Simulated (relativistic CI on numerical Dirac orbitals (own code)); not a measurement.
# Calculated levels, Ag²⁺

These numbers are calculated, not measured: Dirac-Coulomb-Breit CI, orbitals from a KLI potential per configuration, model QED (radiative potential, 1s self-energy scaled to tabulated hydrogen-like ionisation energies), valence Slater integrals scaled by 0.85, P86 correlation energy added to each configuration (own radial code, finite nucleus).

Configuration list (outside the closed core [Ar] 3d10 4s2): 4p6 4d9, 4p6 4d8 5s, 4p6 4d8 5p, 4p6 4d8 4f, 4p6 4d7 5s2, 4p6 4d8 5d, 4p6 4d8 6s, 4p6 4d8 6p, 4p6 4d7 4f2, 4p6 4d7 5s 5p, 4p6 4d8 6d, 4p6 4d8 5f, 4p6 4d8 5g, 4p6 4d8 6f, 4p5 4d10, 4p6 4d7 5s 6s. Levels of other configurations are missing.

| No. | Configuration | Term | J | E (eV) | % | Next component (%) | jj configuration (%) |
| --- | --- | --- | --- | --- | --- | --- | --- |
| 41 | 4p6 4d8 5p | 2P° | 1/2 | 16.7217 | 74 | 16 4P° | 4d5/2^4 5p3/2 (37) |
| 42 | 4p6 4d8 5p | 2F° | 7/2 | 16.7359 | 56 | 33 4D° | 4d5/2^4 5p3/2 (57) |
| 43 | 4p6 4d8 5p | 2D° | 3/2 | 16.9468 | 45 | 38 2P° | 4d3/2^2 4d5/2^6 5p1/2 (43) |
| 44 | 4p6 4d8 5p | 4D° | 3/2 | 17.0313 | 34 | 32 2D° | 4d3/2^3 4d5/2^5 5p1/2 (39) |
| 45 | 4p6 4d8 5p | 2D° | 5/2 | 17.0534 | 78 | 8 4P° | 4d3/2^3 4d5/2^5 5p1/2 (27) |
| 46 | 4p6 4d8 5p | 4D° | 1/2 | 17.0922 | 92 | 6 2P° | 4d5/2^4 5p1/2 (37) |
| 47 | 4p6 4d8 5p | 4D° | 3/2 | 17.1402 | 53 | 21 2P° | 4d3/2^3 4d5/2^5 5p1/2 (37) |
| 48 | 4p6 4d8 5p | 2H° | 9/2 | 17.1450 | 96 | 4 2G° | 4d3/2^3 4d5/2^5 5p1/2 (75) |
| 49 | 4p6 4d8 5p | 4D° | 5/2 | 17.1600 | 51 | 26 2F° | 4d3/2^3 4d5/2^5 5p3/2 (48) |
| 50 | 4p6 4d8 5p | 2F° | 7/2 | 17.1765 | 53 | 44 4D° | 4d3/2^3 4d5/2^5 5p3/2 (36) |
| 51 | 4p6 4d8 5p | 2D° | 5/2 | 17.4529 | 59 | 31 4D° | 4d3/2^3 4d5/2^5 5p3/2 (85) |
| 52 | 4p6 4d8 5p | 2H° | 11/2 | 17.4766 | 99 | 1 4G° | 4d3/2^3 4d5/2^5 5p3/2 (87) |
| 53 | 4p6 4d8 5p | 2D° | 3/2 | 17.5625 | 74 | 21 2P° | 4d3/2^3 4d5/2^5 5p3/2 (49) |
| 54 | 4p6 4d8 5p | 2F° | 7/2 | 17.6251 | 73 | 21 4D° | 4d3/2^3 4d5/2^5 5p3/2 (32) |
| 55 | 4p6 4d8 5p | 2P° | 3/2 | 17.6454 | 58 | 29 2D° | 4d3/2^3 4d5/2^5 5p3/2 (36) |
| 56 | 4p6 4d8 5p | 2S° | 1/2 | 17.7462 | 80 | 15 2P° | 4d3/2^3 4d5/2^5 5p3/2 (55) |
| 57 | 4p6 4d8 5p | 2F° | 5/2 | 17.7573 | 88 | 10 2D° | 4d3/2^3 4d5/2^5 5p3/2 (75) |
| 58 | 4p6 4d8 5p | 4S° | 3/2 | 17.8346 | 86 | 10 2P° | 4d3/2^3 4d5/2^5 5p3/2 (43) |
| 59 | 4p6 4d8 5p | 2P° | 1/2 | 18.0630 | 84 | 13 2S° | 4d3/2^3 4d5/2^5 5p3/2 (65) |
| 60 | 4p6 4d8 5p | 2G° | 7/2 | 18.1783 | 94 | 4 2F° | 4d3/2^3 4d5/2^5 5p3/2 (64) |
| 61 | 4p6 4d8 5p | 2G° | 9/2 | 18.2331 | 96 | 3 2H° | 4d3/2^3 4d5/2^5 5p3/2 (75) |
| 62 | 4p6 4d7 5s2 | 4F | 9/2 | 20.0593 | 95 | 4 2G | 4d5/2^3 (65) |
| 63 | 4p6 4d7 5s2 | 4F | 7/2 | 20.4815 | 98 | 1 4p6 4d8 5d 4F | 4d3/2^3 4d5/2^4 (86) |
| 64 | 4p6 4d7 5s2 | 4F | 5/2 | 20.7299 | 96 | 3 2D | 4d3/2^2 4d5/2^5 (59) |
| 65 | 4p6 4d8 5p | 2P° | 1/2 | 20.8023 | 97 | 1 4D° | 4d3/2^2 4d5/2^6 5p1/2 (57) |
| 66 | 4p6 4d7 5s2 | 4F | 3/2 | 20.8821 | 94 | 5 2D | 4d3/2^3 4d5/2^4 (38) |
| 67 | 4p6 4d8 5p | 2P° | 3/2 | 21.1491 | 97 | 1 2D° | 4d3/2^2 4d5/2^6 5p3/2 (54) |
| 68 | 4p6 4d7 5s2 | 4P | 3/2 | 21.9019 | 64 | 28 2P | 4d5/2^3 (57) |
| 69 | 4p6 4d7 5s2 | 4P | 5/2 | 21.9402 | 87 | 9 4p6 4d8 5d 4P | 4d3/2^3 4d5/2^4 (52) |
| 70 | 4p6 4d7 5s2 | 2G | 9/2 | 22.0192 | 75 | 14 2H | 4d3/2^3 4d5/2^4 (51) |
| 71 | 4p6 4d7 5s2 | 4P | 1/2 | 22.2193 | 83 | 12 2P | 4d3/2^3 4d5/2^4 (77) |
| 72 | 4p6 4d7 5s2 | 2G | 7/2 | 22.4297 | 87 | 7 4p6 4d8 5d 2G | 4d3/2^3 4d5/2^4 (49) |
| 73 | 4p6 4d8 5d | 2H | 11/2 | 22.4582 | 52 | 30 4p6 4d7 5s2 2H | 4d5/2^4 5d3/2 (56) |
| 74 | 4p6 4d8 5d | 4D | 7/2 | 22.4699 | 86 | 11 4F | 4d5/2^4 5d3/2 (43) |
| 75 | 4p6 4d8 6s | 4F | 9/2 | 22.5089 | 99 | 1 2G | 4d5/2^4 6s (87) |
| 76 | 4p6 4d8 5d | 4D | 5/2 | 22.5186 | 43 | 43 4P | 4d5/2^4 5d3/2 (79) |
| 77 | 4p6 4d8 5d | 4H | 13/2 | 22.5495 | 99 | 1 2I | 4d5/2^4 5d5/2 (87) |
| 78 | 4p6 4d8 5d | 4G | 11/2 | 22.6155 | 82 | 12 4H | 4d5/2^4 5d5/2 (70) |
| 79 | 4p6 4d8 5d | 2P | 3/2 | 22.6248 | 54 | 17 4D | 4d5/2^4 5d5/2 (75) |
| 80 | 4p6 4d8 6s | 2F | 7/2 | 22.6307 | 55 | 41 4F | 4d5/2^4 6s (81) |
| 81 | 4p6 4d8 5d | 4F | 9/2 | 22.6439 | 46 | 40 4G | 4d5/2^4 5d3/2 (71) |
| 82 | 4p6 4d8 5d | 2F | 7/2 | 22.6892 | 56 | 18 4F | 4d5/2^4 5d5/2 (43) |
| 83 | 4p6 4d7 5s2 | 2P | 3/2 | 22.7243 | 33 | 22 2D | 4d3/2^2 4d5/2^5 (37) |
| 84 | 4p6 4d8 5d | 2G | 9/2 | 22.7464 | 43 | 35 4F | 4d5/2^4 5d5/2 (70) |
| 85 | 4p6 4d7 5s2 | 2H | 11/2 | 22.8089 | 57 | 27 4p6 4d8 5d 4H | 4d3/2^3 4d5/2^4 (57) |
| 86 | 4p6 4d8 5d | 4P | 5/2 | 22.8161 | 39 | 21 4D | 4d5/2^4 5d5/2 (58) |
| 87 | 4p6 4d7 5s2 | 2H | 9/2 | 22.9624 | 31 | 30 4p6 4d8 5d 2H | 4d3/2^3 4d5/2^5 5d3/2 (51) |
| 88 | 4p6 4d7 5s2 | 2D | 5/2 | 22.9731 | 80 | 9 4p6 4d8 5d 2D | 4d3/2^3 4d5/2^4 (37) |
| 89 | 4p6 4d8 5d | 4D | 1/2 | 23.0221 | 62 | 24 2P | 4d3/2^3 4d5/2^5 5d5/2 (85) |
| 90 | 4p6 4d8 5d | 4D | 3/2 | 23.0297 | 48 | 36 2P | 4d3/2^3 4d5/2^5 5d3/2 (72) |
| 91 | 4p6 4d8 6s | 4F | 5/2 | 23.0551 | 80 | 17 2F | 4d3/2^3 4d5/2^5 6s (91) |
| 92 | 4p6 4d8 6s | 4F | 7/2 | 23.0614 | 55 | 40 2F | 4d3/2^3 4d5/2^5 6s (92) |
| 93 | 4p6 4d7 5s2 | 2P | 1/2 | 23.0648 | 53 | 19 4p6 4d8 5d 2P | 4d3/2^2 4d5/2^5 (48) |
| 94 | 4p6 4d8 5d | 4G | 7/2 | 23.0884 | 44 | 25 2F | 4d3/2^3 4d5/2^5 5d3/2 (90) |
| 95 | 4p6 4d8 5d | 2F | 5/2 | 23.0942 | 37 | 20 4D | 4d3/2^3 4d5/2^5 5d5/2 (80) |
| 96 | 4p6 4d8 5d | 4H | 11/2 | 23.1148 | 43 | 36 2H | 4d3/2^3 4d5/2^5 5d5/2 (87) |
| 97 | 4p6 4d8 5d | 4H | 9/2 | 23.1467 | 45 | 20 2G | 4d3/2^3 4d5/2^5 5d3/2 (38) |
| 98 | 4p6 4d8 5d | 4F | 7/2 | 23.1616 | 48 | 23 4H | 4d3/2^3 4d5/2^5 5d5/2 (80) |
| 99 | 4p6 4d8 5d | 4P | 3/2 | 23.1816 | 71 | 9 4D | 4d3/2^3 4d5/2^5 5d5/2 (60) |
| 100 | 4p6 4d8 5d | 4G | 9/2 | 23.1886 | 44 | 16 4p6 4d7 5s2 2H | 4d3/2^3 4d5/2^5 5d5/2 (75) |
| 101 | 4p6 4d8 6s | 4F | 3/2 | 23.2267 | 88 | 11 2D | 4d3/2^2 4d5/2^6 6s (37) |
| 102 | 4p6 4d8 5d | 4G | 5/2 | 23.2323 | 29 | 26 2F | 4d3/2^3 4d5/2^5 5d3/2 (56) |
| 103 | 4p6 4d8 5d | 4H | 7/2 | 23.2795 | 46 | 27 4G | 4d3/2^3 4d5/2^5 5d3/2 (23) |
| 104 | 4p6 4d8 5d | 4P | 1/2 | 23.2845 | 65 | 18 4D | 4d3/2^2 4d5/2^6 5d5/2 (35) |
| 105 | 4p6 4d8 5d | 4G | 5/2 | 23.3147 | 39 | 35 4F | 4d5/2^4 5d5/2 (19) |
| 106 | 4p6 4d8 5d | 4F | 3/2 | 23.3184 | 76 | 19 2D | 4d3/2^3 4d5/2^5 5d3/2 (25) |
| 107 | 4p6 4d8 6s | 2F | 5/2 | 23.3431 | 69 | 12 2D | 4d3/2^3 4d5/2^5 6s (36) |
| 108 | 4p6 4d8 5d | 2G | 7/2 | 23.4218 | 63 | 19 2F | 4d5/2^4 5d5/2 (27) |
| 109 | 4p6 4d8 5d | 2H | 9/2 | 23.4270 | 48 | 24 4p6 4d7 5s2 2H | 4d3/2^3 4d5/2^5 5d5/2 (23) |
| 110 | 4p6 4d8 5d | 2P | 1/2 | 23.4294 | 51 | 27 4p6 4d7 5s2 2P | 4d3/2^2 4d5/2^5 (25) |

Energies count from the lowest computed level; ° marks odd parity. Filled j subshells are mostly left out of the jj labels.

The mean weight of the leading LS term, summed over parents, in these 70 levels is 66 %, and that of the leading jj configuration (from the same eigenvectors) 56 %, so LS coupling describes them better.

For a near-neutral ion this model can misplace configurations by up to about 10,000 cm⁻¹ (more where the count of f electrons changes) and terms by 10 to 25 % of their spread. Rates follow the energies as ν³ (E1, M1) or ν⁵ (E2), so they and the lifetimes can be off by large factors. The fine structure of a lone outer electron comes out too small, for d and f at times inverted, and misplaced configurations move strength between like terms. 10 of the 13 excited levels that our extract of the measured tables holds in this range could be paired (the sources list more); they are missed by 3090 cm⁻¹ on average and 4082 at most, and levels without a partner can miss by more.

LS names give the leading component of a level, which can be under half, so a name can repeat, a term be missing and a line seem to break the LS rules.
